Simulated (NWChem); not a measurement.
System: CH3ClMoO3; SMILES C[O][Mo](=[O])(=[O])[Cl]

NWChem input:

```
start job
memory heap 200 mb stack 900 mb global 1100 mb
geometry units angstroms noautoz
  Mo     0.209481    -0.153017    -0.005599
  O      1.231476    -0.151010     1.314573
  O      1.183795    -0.172236    -1.361231
  Cl    -1.105295    -2.012577     0.032665
  O     -0.809842     1.364724     0.000763
  C     -0.932730     2.756914     0.003811
  H     -2.002394     3.016371     0.022917
  H     -0.445506     3.184201     0.895037
  H     -0.477600     3.184853    -0.903896
end
basis spherical
  * library def2-svp
end
ecp
  Mo library def2-ecp
end
dft
  xc xtpss03 ctpss03
  iterations 200
end
task dft gradient
```

Parts of the log:

```
             Northwest Computational Chemistry Package (NWChem) 7.3.0
             --------------------------------------------------------

 C1  symmetry detected

                             Geometry "geometry" -> ""
                             -------------------------

 Output coordinates in angstroms (scale by  1.889725989 to convert to a.u.)

  No.       Tag          Charge          X              Y              Z
 ---- ---------------- ---------- -------------- -------------- --------------
    1 Mo                  42.0000     0.27552277    -0.06795238    -0.00018416
    2 O                    8.0000     1.26792691    -0.01614843     1.34137549
    3 O                    8.0000     1.27743068    -0.02241127    -1.33491327
    4 Cl                  17.0000    -0.93089883    -1.99994883     0.00013731
    5 O                    8.0000    -0.82911787     1.38886481    -0.00727808
    6 C                    6.0000    -1.03172301     2.77168504     0.00066619
    7 H                    1.0000    -2.11467747     2.96934336    -0.00153894
    8 H                    1.0000    -0.58853671     3.22027559     0.90432410
    9 H                    1.0000    -0.58304175     3.23096027    -0.89485516

 Effective nuclear repulsion energy (a.u.)     708.4890293337

                                 NWChem DFT Module
                                 -----------------

 Summary of "ao basis" -> "ao basis" (spherical)
 ------------------------------------------------------------------------------
       Tag                 Description            Shells   Functions and Types
 ---------------- ------------------------------  ------  ---------------------
 Mo                         def2-svp                11       31   5s3p2d1f
 O                          def2-svp                 6       14   3s2p1d
 Cl                         def2-svp                 8       18   4s3p1d
 C                          def2-svp                 6       14   3s2p1d
 H                          def2-svp                 3        5   2s1p

            General Information
            -------------------
          SCF calculation type: DFT
          Wavefunction type:  closed shell.
          No. of atoms     :     9
          No. of electrons :    64
           Alpha electrons :    32
            Beta electrons :    32
          Charge           :     0
          Spin multiplicity:     1
          Use of symmetry is: off; symmetry adaption is: off
          Maximum number of iterations: 200
          AO basis - number of functions:   120
                     number of shells:    52
          Convergence on energy requested:  1.00D-06
          Convergence on density requested:  1.00D-05
          Convergence on gradient requested:  5.00D-04

              XC Information
              --------------
                  TPSS metaGGA Exchange Functional  1.000
             TPSS03 metaGGA Correlation Functional  1.000

             Grid Information
             ----------------
          Grid used for XC integration:  medium
          Radial quadrature: Mura-Knowles
          Angular quadrature: Lebedev.
          Tag              B.-S. Rad. Rad. Pts. Rad. Cut. Ang. Pts.
          ---              ---------- --------- --------- ---------
          Mo                  1.45      123          11.0       590
          O                   0.60       49          12.0       434
          Cl                  1.00       88          13.0       590
          C                   0.70       49          11.0       434
          H                   0.35       45          13.0       434
          Grid pruning is: on
          Number of quadrature shells:   542
          Spatial weights used:  Erf1

      Superposition of Atomic Density Guess
      -------------------------------------

 Sum of atomic energies:        -799.81161630

      Non-variational initial energy
      ------------------------------

 Total energy =    -790.955526
 1-e energy   =   -1807.768735
 2-e energy   =     666.432401
 HOMO         =      -0.398932
 LUMO         =      -0.034040

   convergence    iter        energy       DeltaE   RMS-Dens  Diis-err
 ---------------- ----- ----------------- --------- --------- ---------
 d= 0,ls=0.0,diis     1   -793.2682874382 -1.14D+03  5.29D-02  4.80D+00
 d= 0,ls=0.5,diis     2   -781.7852272288  1.15D+01  2.15D-02  7.07D+01
 d= 0,ls=0.5,diis     3   -787.9983986709 -6.21D+00  7.48D-03  4.56D+01
 d= 0,ls=0.5,diis     4   -790.0427958939 -2.04D+00  7.25D-03  3.11D+01
 d= 0,ls=0.5,diis     5   -791.7160555807 -1.67D+00  7.05D-03  1.60D+01
 d= 0,ls=0.5,diis     6   -792.8564741189 -1.14D+00  5.33D-03  4.98D+00
 d= 0,ls=0.5,diis     7   -793.2903075414 -4.34D-01  3.93D-03  1.08D+00
 d= 0,ls=0.5,diis     8   -793.4276225362 -1.37D-01  4.48D-03  1.61D-01
 d= 0,ls=0.5,diis     9   -793.4968258109 -6.92D-02  6.55D-03  8.03D-02
 d= 0,ls=0.5,diis    10   -793.5667739213 -6.99D-02  6.83D-03  4.39D-01
  Resetting Diis
 d= 0,ls=0.5,diis    11   -793.5888168452 -2.20D-02  5.37D-03  1.30D+00
 d= 0,ls=0.5,diis    12   -793.5673523922  2.15D-02  1.52D-02  2.19D+00
 d= 0,ls=0.5,diis    13   -793.1851055908  3.82D-01  5.42D-03  7.61D+00
 d= 0,ls=0.5,diis    14   -793.6095362822 -4.24D-01  3.08D-03  2.60D+00
 d= 0,ls=0.5,diis    15   -793.7838901637 -1.74D-01  2.24D-03  8.12D-01
 d= 0,ls=0.5,diis    16   -793.8506578140 -6.68D-02  1.46D-03  2.18D-01
 d= 0,ls=0.5,diis    17   -793.8735760484 -2.29D-02  9.86D-04  5.09D-02
 d= 0,ls=0.5,diis    18   -793.8811252672 -7.55D-03  6.90D-04  1.49D-02
 d= 0,ls=0.5,diis    19   -793.8841573645 -3.03D-03  5.01D-04  5.60D-03
 d= 0,ls=0.5,diis    20   -793.8855866473 -1.43D-03  3.64D-04  2.58D-03
 d= 0,ls=0.5,diis    21   -793.8862968163 -7.10D-04  2.69D-04  1.63D-03
 d= 0,ls=0.5,diis    22   -793.8866964740 -4.00D-04  2.00D-04  1.01D-03
 d= 0,ls=0.5,diis    23   -793.8869268904 -2.30D-04  1.49D-04  5.56D-04
 d= 0,ls=0.5,diis    24   -793.8870581235 -1.31D-04  1.11D-04  2.68D-04
 d= 0,ls=0.5,diis    25   -793.8871298810 -7.18D-05  8.16D-05  1.22D-04
 d= 0,ls=0.5,diis    26   -793.8871673777 -3.75D-05  6.06D-05  6.44D-05
 d= 0,ls=0.5,diis    27   -793.8871878253 -2.04D-05  4.49D-05  3.58D-05
 d= 0,ls=0.5,diis    28   -793.8871989998 -1.12D-05  3.36D-05  2.17D-05
 d= 0,ls=0.5,diis    29   -793.8872053026 -6.30D-06  2.51D-05  1.33D-05
 d= 0,ls=0.5,diis    30   -793.8872089077 -3.61D-06  1.88D-05  7.84D-06
 d= 0,ls=0.5,diis    31   -793.8872109970 -2.09D-06  1.40D-05  4.11D-06
 d= 0,ls=0.5,diis    32   -793.8872121405 -1.14D-06  1.04D-05  2.29D-06
 d= 0,ls=0.5,diis    33   -793.8872127702 -6.30D-07  7.79D-06  1.37D-06

         Total DFT energy =     -793.887213123601
      One electron energy =    -1812.128697470434
           Coulomb energy =      736.263557739846
    Exchange-Corr. energy =      -68.402881224094
 Nuclear repulsion energy =      350.380807831082

 Numeric. integr. density =       64.000005398036

                       DFT Final Molecular Orbital Analysis
                       ------------------------------------

 Vector   30  Occ=2.000000D+00  E=-2.966929D-01
              MO Center= -8.3D-01, -3.1D-02,  1.7D-03, r^2= 5.1D+00
   Bfn.  Coefficient  Atom+Function         Bfn.  Coefficient  Atom+Function
  ----- ------------  ---------------      ----- ------------  ---------------
    70      0.383907  4 Cl px                81     -0.375274  5 O  px
    67      0.283948  4 Cl px                84     -0.281852  5 O  px
    71     -0.225674  4 Cl py               106     -0.172671  7 H  s
    68     -0.166613  4 Cl py                64      0.165471  4 Cl px
    95      0.147276  6 C  px                82     -0.110075  5 O  py

 Vector   31  Occ=2.000000D+00  E=-2.898808D-01
              MO Center= -2.6D-01,  8.8D-01, -1.1D-02, r^2= 4.3D+00
   Bfn.  Coefficient  Atom+Function         Bfn.  Coefficient  Atom+Function
  ----- ------------  ---------------      ----- ------------  ---------------
    83      0.451200  5 O  pz                86      0.341170  5 O  pz
    72     -0.236078  4 Cl pz                50      0.224828  3 O  py
    36     -0.219260  2 O  py                69     -0.172962  4 Cl pz
   116      0.168502  9 H  s                 53      0.166712  3 O  py
   111     -0.166697  8 H  s                 39     -0.162681  2 O  py

 Vector   32  Occ=2.000000D+00  E=-2.841348D-01
              MO Center=  1.0D+00,  2.1D-02,  4.9D-04, r^2= 3.1D+00
   Bfn.  Coefficient  Atom+Function         Bfn.  Coefficient  Atom+Function
  ----- ------------  ---------------      ----- ------------  ---------------
    35      0.400097  2 O  px                49     -0.399021  3 O  px
    38      0.285383  2 O  px                52     -0.284555  3 O  px
    51     -0.190189  3 O  pz                37     -0.186465  2 O  pz
    83      0.159216  5 O  pz                72      0.144323  4 Cl pz
    54     -0.141816  3 O  pz                40     -0.139292  2 O  pz

 Vector   33  Occ=0.000000D+00  E=-1.210567D-01
              MO Center=  1.5D-01, -9.0D-03, -7.9D-04, r^2= 2.5D+00
   Bfn.  Coefficient  Atom+Function         Bfn.  Coefficient  Atom+Function
  ----- ------------  ---------------      ----- ------------  ---------------
    19      0.771002  1 Mo d  2              70      0.250156  4 Cl px
    81      0.243947  5 O  px                84      0.208686  5 O  px
    51     -0.188804  3 O  pz                37      0.187724  2 O  pz
     6      0.174760  1 Mo px                17     -0.165712  1 Mo d  0
    24      0.161227  1 Mo d  2              54     -0.157321  3 O  pz

 Vector   34  Occ=0.000000D+00  E=-1.065813D-01
              MO Center=  4.4D-01, -7.6D-02,  5.2D-03, r^2= 2.2D+00
   Bfn.  Coefficient  Atom+Function         Bfn.  Coefficient  Atom+Function
  ----- ------------  ---------------      ----- ------------  ---------------
    16      0.829590  1 Mo d -1              36     -0.287670  2 O  py
    50      0.284460  3 O  py                39     -0.253628  2 O  py
    53      0.250640  3 O  py                72      0.172282  4 Cl pz
    83     -0.168252  5 O  pz                86     -0.127601  5 O  pz
    21      0.122594  1 Mo d -1              69      0.111207  4 Cl pz

 Vector   35  Occ=0.000000D+00  E=-9.088332D-02
              MO Center=  3.0D-01, -1.7D-01, -3.7D-03, r^2= 2.6D+00
   Bfn.  Coefficient  Atom+Function         Bfn.  Coefficient  Atom+Function
  ----- ------------  ---------------      ----- ------------  ---------------
    15      0.813587  1 Mo d -2              71     -0.334002  4 Cl py
    80      0.240098  5 O  s                 50     -0.228844  3 O  py
    36     -0.224668  2 O  py                63     -0.215698  4 Cl s
    53     -0.211149  3 O  py                20      0.208728  1 Mo d -2
    39     -0.207394  2 O  py                17     -0.184591  1 Mo d  0

     Multipole analysis of the density
     ---------------------------------

     L   x y z        total         alpha         beta         nuclear
     -   - - -        -----         -----         ----         -------
     0   0 0 0     -0.000000    -32.000000    -32.000000     64.000000

     1   1 0 0     -0.852391      6.863080      6.863080    -14.578551
     1   0 1 0      1.287465     -1.154027     -1.154027      3.595519
     1   0 0 1     -0.000515     -0.005130     -0.005130      0.009744

     2   2 0 0    -44.332734   -127.074659   -127.074659    209.816583
     2   1 1 0     -2.602726      8.400079      8.400079    -19.402884
     2   1 0 1     -0.005719      0.000556      0.000556     -0.006830
     2   0 2 0    -36.632016   -302.605833   -302.605833    568.579650
     2   0 1 1      0.003219     -0.012906     -0.012906      0.029030
     2   0 0 2    -44.977061    -76.535251    -76.535251    108.093440

            General Information
            -------------------
          SCF calculation type: DFT
          Wavefunction type:  closed shell.
          No. of atoms     :     9
          No. of electrons :    64
           Alpha electrons :    32
            Beta electrons :    32
          Charge           :     0
          Spin multiplicity:     1
          Use of symmetry is: off; symmetry adaption is: off
          Maximum number of iterations: 200
          AO basis - number of functions:   120
                     number of shells:    52
          Convergence on energy requested:  1.00D-06
          Convergence on density requested:  1.00D-05
          Convergence on gradient requested:  5.00D-04

              XC Information
              --------------
                  TPSS metaGGA Exchange Functional  1.000
             TPSS03 metaGGA Correlation Functional  1.000

             Grid Information
             ----------------
          Grid used for XC integration:  medium
          Radial quadrature: Mura-Knowles
          Angular quadrature: Lebedev.
          Tag              B.-S. Rad. Rad. Pts. Rad. Cut. Ang. Pts.
          ---              ---------- --------- --------- ---------
          Mo                  1.45      123          11.0       590
          O                   0.60       49          12.0       434
          Cl                  1.00       88          13.0       590
          C                   0.70       49          11.0       434
          H                   0.35       45          13.0       434
          Grid pruning is: on
          Number of quadrature shells:   542
          Spatial weights used:  Erf1

          Convergence Information
          -----------------------
          Convergence aids based upon iterative change in
          total energy or number of iterations.
          Levelshifting, if invoked, occurs when the
          HOMO/LUMO gap drops below (HL_TOL):  1.00D-02
          DIIS, if invoked, will attempt to extrapolate
          using up to (NFOCK): 10 stored Fock matrices.

                    Damping( 0%)  Levelshifting(0.5)       DIIS
                  --------------- ------------------- ---------------
          dE  on:    start            ASAP                start
          dE off:    2 iters        200 iters           200 iters

                            NWChem DFT Gradient Module
                            --------------------------

  charge          =   0.00
  wavefunction    = closed shell

                         DFT ENERGY GRADIENTS

    atom               coordinates                        gradient
                 x          y          z           x          y          z
   1 Mo      0.520663  -0.128411  -0.000348    0.027639   0.008437   0.000145
   2 O       2.396034  -0.030516   2.534832   -0.019627  -0.001323  -0.025852
   3 O       2.413994  -0.042351  -2.522620   -0.019719  -0.001185   0.025646
   4 Cl     -1.759144  -3.779355   0.000259    0.003669   0.005982   0.000010
   5 O      -1.566806   2.624574  -0.013754    0.005788  -0.000351   0.000098
   6 C      -1.949674   5.237725   0.001259    0.002009  -0.010196  -0.000039
   7 H      -3.996161   5.611245  -0.002908    0.002359  -0.000096   0.000005
   8 H      -1.112173   6.085438   1.708925   -0.001053  -0.000618  -0.001985
   9 H      -1.101789   6.105630  -1.691031   -0.001064  -0.000651   0.001972
```

Level: TPSS/def2-SVP with def2 effective core potentials on Mo. Coordinates come from a PBE0/def2-SVP optimisation. Not confirmed as a minimum by frequencies. def2 effective core potentials on Mo; no spin-orbit coupling.
